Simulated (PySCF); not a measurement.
Reproducing measurements on sodium potassium

**Measured values to compare with.**

Liu, Meijer, Perez-Rios, Phys. Chem. Chem. Phys. 22 (2020) 24191 lists, for the gas: dipole moment 2.693 D.

How close the calculation comes is told at the end.

Compound: sodium potassium, KNa.
SMILES with atom numbers: `[Na:1][K:2]`

Structure used (PBE0-D3(BJ)/def2-SVP), in Å, numbered top down from 1:
```xyz
2
KNa angstrom
Na     1.8130   -0.0879    0.0090
K     -1.7633    0.0002   -0.0312
```

Runs made with PySCF (gas phase, on this PBE0-D3(BJ)/def2-SVP geometry; no spin–orbit coupling):

```
                             level                                                                            job  basis functions  wall time
PBE0-D3(BJ)/def2-SVP, grid level 1                   geometry optimisation from a GFN2-xTB start shaken at random               39      1.9 s
                     PBE0/pcSseg-1                                        shieldings, charges and field gradients               54      1.7 s
               CAM-B3LYP/def2-SVPD  10 singlets by full TDDFT, 4 Tamm–Dancoff triplets, polarisability, ΔSCF ions               45      2.3 s
                   B3LYP/def2-SVPD  10 singlets by full TDDFT, 4 Tamm–Dancoff triplets, polarisability, ΔSCF ions               45      1.9 s
               BHandHLYP/def2-SVPD  10 singlets by full TDDFT, 4 Tamm–Dancoff triplets, polarisability, ΔSCF ions               45      1.1 s
                      HF/def2-SVPD        10 singlets by TDHF, 4 Tamm–Dancoff triplets, polarisability, ΔSCF ions               45      0.3 s
                 LC-wPBE/def2-SVPD  10 singlets by full TDDFT, 4 Tamm–Dancoff triplets, polarisability, ΔSCF ions               45      3.5 s
                     LDA/def2-SVPD  10 singlets by full TDDFT, 4 Tamm–Dancoff triplets, polarisability, ΔSCF ions               45      1.5 s
                     PBE/def2-SVPD  10 singlets by full TDDFT, 4 Tamm–Dancoff triplets, polarisability, ΔSCF ions               45      2.3 s
                       PBE0/6-31G*             10 singlets by full TDDFT, 4 Tamm–Dancoff triplets, polarisability               50     0.87 s
                    PBE0/def2-SVPD  10 singlets by full TDDFT, 4 Tamm–Dancoff triplets, polarisability, ΔSCF ions               45      1.6 s
                 wB97X-D/def2-SVPD  10 singlets by full TDDFT, 4 Tamm–Dancoff triplets, polarisability, ΔSCF ions               45      2.2 s
```

Hardware: Arm Neoverse V1, one thread (shared host).

All basis functions are spherical.

**Comparison with experiment**

**Dipole moment.** Measured: 2.693 D (Liu, Meijer, Perez-Rios, Phys. Chem. Chem. Phys. 22 (2020) 24191).

```csv
level,computed (D),computed − measured (D),% (from the printed values)
PBE0-D3(BJ)/def2-SVP,2.733,+0.040,+1
PBE0/pcSseg-1,3.126,+0.433,+16
CAM-B3LYP/def2-SVPD,2.996,+0.303,+11
B3LYP/def2-SVPD,2.488,-0.205,-8
BHandHLYP/def2-SVPD,2.864,+0.171,+6
HF/def2-SVPD,3.530,+0.837,+31
LC-wPBE/def2-SVPD,3.926,+1.233,+46
LDA/def2-SVPD,2.149,-0.544,-20
PBE/def2-SVPD,2.421,-0.272,-10
PBE0/6-31G*,2.977,+0.284,+11
PBE0/def2-SVPD,2.829,+0.136,+5
wB97X-D/def2-SVPD,3.334,+0.641,+24
```

12 of the 16 levels run are shown, the closest and the furthest among them. The computed dipoles belong to one fixed geometry; measured ones are averaged over vibrations unless marked μe. Magnitudes are compared, not signs.

The geometry is computed, not the measured one. Where a level misses, the cause wasn't examined.
